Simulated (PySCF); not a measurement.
Dipole moment and polarisability of `O=COC1=C[SiH2]C=C1`

C5H6O2Si.
Geometry (GFN2-xTB, Å), atoms numbered from 1 in this order:
```xyz
14
C5H6O2Si angstrom
O      2.932    1.000    0.143
C      2.797   -0.161   -0.102
O      1.682   -0.860   -0.225
C      0.412   -0.314   -0.078
C      0.062    0.948    0.200
Si    -1.818    1.048    0.263
C     -1.908   -0.798   -0.129
C     -0.671   -1.282   -0.262
H      3.643   -0.854   -0.269
H      0.778    1.733    0.352
H     -2.331    1.379    1.592
H     -2.384    1.888   -0.791
H     -2.778   -1.421   -0.244
H     -0.414   -2.306   -0.487
```

Level: PBE0/def2-SVPD (PySCF), static field, nuclei fixed, core orbitals frozen in the response. The polarisability tensor in these axes (au):

```
x   112.83  -7.37  -2.80
y    -7.37  91.14   6.89
z    -2.80   6.89  61.26
```

Question: Give the principal values, the mean and the anisotropy Δα = √{½[(α1 − α2)² + (α2 − α3)² + (α1 − α3)²]}.

Answer: Principal values 59.72, 90.00 and 115.52 au; mean 88.41 au = 13.10 Å³ = 14.58 × 10⁻⁴⁰ C²·m²/J; Δα = 48.38 au (55 % of the mean).

Question: What is the dipole moment, and where does it point?

Answer: (-1.21, -1.60, -0.31) D, 2.03 D in size, pointing from the negative to the positive side. Measured along this direction, the outermost atoms are O1 at the negative end and H13 at the positive end.

Question: Find the Langevin capture rate constant for NH4+ (18.034 u) meeting this molecule (126.014 u), k = 2.342 × 10⁻⁹ cm³/s × √(α in Å³ / reduced mass in u).

Answer: The reduced mass is 15.78 u, so k = 2.13 × 10⁻⁹ cm³/s. The formula leaves out the permanent dipole, which adds to the capture rate.

Question: What would n − 1 = 2πNα be for an ideal gas of these molecules at 400 K and 1 atm, electronic part alone?

Answer: N = p/kT = 1.8347 × 10¹⁹ cm⁻³, so n − 1 = 2π × N × 13.10 × 10⁻²⁴ cm³ = 1510 × 10⁻⁶ at long wavelengths, for an ideal gas.

Question: Give the principal axes and the span of the nuclei along them.

Answer: Largest value along (0.95, -0.31, -0.09), where the nuclei span 6.51 Å; middle along (0.32, 0.93, 0.19), 4.29 Å; least along (0.02, -0.21, 0.98), 2.44 Å. The response follows the extents in order.

Question: Rayleigh depolarisation ratio (linearly polarised light, static tensor)?

Answer: ρ = 3Δα²/(45ᾱ² + 4Δα²) = 7022.5/(351745 + 9363.3) = 0.0194.

Question: In TDDFT the mean static polarisability is Σ f/ω² over all singlet excitations (ω in hartree). How much of it do the 8 lowest give? Their energies (eV) and oscillator strengths: 4.34, 0.0237; 5.18, 0.0016; 5.72, 0.0465; 5.80, 0.0007; 6.11, 0.0073; 6.26, 0.0000; 6.31, 0.2660; 6.43, 0.0013.

Answer: They add up to 7.16 au, 8.1 % of the 88.41 au; the largest single term is 4.95 au, from the state at 6.31 eV. Terms in order: 0.93, 0.04, 1.05, 0.02, 0.14, 0.00, 4.95, 0.02 au. Higher excitations give the rest. The strengths listed sum to 0.347.

Isolated species at its GFN2-xTB geometry (one conformer only).
